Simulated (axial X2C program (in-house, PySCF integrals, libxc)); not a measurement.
Bond lengths and stretching modes, held linear, of NGeN²⁺

Computed with an in-house all-electron X2C program for linear molecules (integrals from PySCF): two-component X2C with atomic mean-field Coulomb and Gaunt terms, Gaussian nuclei, basis N dyall-av3z, Ge dyall-v3z with contracted cores. Spin-free rows use the one-electron spin-free X2C Hamiltonian.

Masses N 14.003, Ge 73.921, N 14.003 u. States: 2c Ω = 2 (beyond evenly filled blocks: 2 × ω = -1/2, 2 × ω = 3/2); spin-free M_S = 2, Λ = 0 (beyond evenly filled blocks: 2 × π+α, 2 × π-α).

TPSSh, 2c: energies above the lowest point

```tsv
r(N–Ge) (Å)	r(Ge–N) (Å)	E (meV)
1.9149	1.9149	38.30
1.9149	1.9640	19.05
1.9149	2.0131	23.67
1.9640	1.9149	19.05
1.9640	1.9640	0.00
1.9640	2.0131	4.99
1.9640	2.0622	26.89
2.0131	1.9149	23.67
2.0131	1.9640	4.99
2.0131	2.0131	10.64
2.0622	1.9640	26.89
2.0622	2.0622	57.83
```

**Question.** Fit a quadratic surface with cubic terms in each bond: where is the minimum, and what are the two stretching wavenumbers?

**Answer.** At TPSSh, 2c: bonds 1.976 and 1.976 Å; harmonic stretches 433.1 and 492.6 cm⁻¹; force constants 1.5, 1.5 and coupling 0.05 mdyn/Å.

The other levels and Hamiltonians give:

| Hamiltonian | level | r(N–Ge) (Å) | r(Ge–N) (Å) | lower stretch (cm⁻¹) | upper stretch (cm⁻¹) |
| --- | --- | --- | --- | --- | --- |
| 2c | HF | 1.969 | 1.969 | 403.1 | 419.6 |
| 2c | MP2 | 1.945 | 1.945 | 460.9 | 573.1 |
| spin-free | HF | 1.968 | 1.968 | 403.3 | 419.6 |
| spin-free | TPSSh | 1.975 | 1.975 | 433.3 | 492.7 |
| spin-free | MP2 | 1.945 | 1.945 | 461.1 | 573.7 |

Each state is one determinant, the lowest of a limited PBE0 search; the stretches come from a fit to these few points and carry an uncertainty of a few per cent. Other orders of the atoms were not compared. Left out for rough or failed fits: PBE0 2c, PBE0 spin-free. The levels spread by more than a fifth, so the stretches depend strongly on the method. MP2 freezes inner shells (threshold -2 hartree). A multiply charged ion may be only metastable. The molecule was held linear; bending was not examined, so a bent shape may lie lower. Open-shell Ω = 0 determinants with evenly filled partner blocks cannot be reached by this program, so the Ω shown need not be the lowest component. Note: several unpaired electrons, one determinant need not be a pure state.
